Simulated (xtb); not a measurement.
B2ORh, SMILES [O][B][Rh-][B] (connectivity only; charge and spin as stated), charge -1, multiplicity 1. All values are semi-empirical tight-binding results from xtb (GFN2-xTB unless named), good for trends rather than for accurate numbers. Geometry optimised at GFN2-xTB. The spin state was assumed, not searched. One conformer was computed; it need not be the lowest.

For metal compounds this method's bond lengths and energies can be far off.

The point group as xtb finds it comes out as Cs, the orbital gap comes out as 1.52 eV and the zero-point energy is 5.4 kcal/mol. The G − E(el) at 298.15 K (modified RRHO) comes out as -13.0 kcal/mol.
